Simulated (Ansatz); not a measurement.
**Reading a saddle point**

A first-order saddle point of BH₅SeS, closed shell, PBE0-D4/def2-TZVP, with one imaginary mode of 844i cm⁻¹:

| atom | x (Å) | y (Å) | z (Å) |
| --- | --- | --- | --- |
| B1 | -0.6234 | -0.5024 | -0.1813 |
| S2 | 0.9759 | -0.1633 | -1.2694 |
| H3 | -0.5788 | -1.6166 | 0.2476 |
| H4 | -1.6271 | -0.1247 | -0.7084 |
| H5 | 0.9773 | 0.7518 | 0.1791 |
| Se6 | -0.1877 | 0.8636 | 1.4335 |
| H7 | 0.5130 | 0.8873 | -1.9665 |
| H8 | 0.5507 | -0.0957 | 2.2652 |

Computed with Ansatz 0.2.0 (basis: def2-TZVPP and def2-QZVPP); correlated methods freeze the cores. Filled d shells of the heavier atoms are correlated. The def2 sets are not built for correlating such inner shells, so the correlated values are less sure here. Extrapolation: Hartree–Fock as exp(−7.88 √X), correlation as X^−2.97.

Problem. Which contacts change along the imaginary mode, and what lies on either side? (Judge from chemistry; the calculation decides.)

Solution. The calculation gives: The step is BH₃S ([BH2][SH]) + H₂Se → BH₃Se ([BH2][SeH]) + H₂S (still joined by a long B–S bond), with the molecules in contact on both sides. Shortening one way: B1–Se6, S2–H5; lengthening the same way: B1–S2, H5–Se6.
```
  pair  one side (Å)  saddle (Å)  other side (Å)
B1–Se6          2.29        2.16            2.01
 S2–H5          3.45        1.71            1.35
 B1–S2          1.84        1.96            2.03
H5–Se6          1.47        1.72            3.37
```

Problem. Which side is lower, and how far does the saddle lie above each? (Judge from chemistry; the value comes from the calculation.)

Solution. The calculation gives: The side with B1–Se6, S2–H5 short is lower by 6.3 kJ/mol; the saddle lies 65.2 kJ/mol above it and 58.9 kJ/mol above the other (CCSD(T) at an estimated basis limit (MP2 extrapolated from triple and quadruple zeta, plus CCSD(T) − MP2 in triple zeta); electronic energies).

No T1 diagnostic of these runs exceeds 0.011.

Labels in which every atom is bracketed show which atoms are joined, not bond orders.

For scale, one of the runs: CCSD(T)/def2-TZVPP, 191 basis functions (an equivalent command: `ansatz run in.yaml --threads 4`). Hardware: 4 CPU threads, shared host. Wall time 38 s; peak host memory 2 GiB.
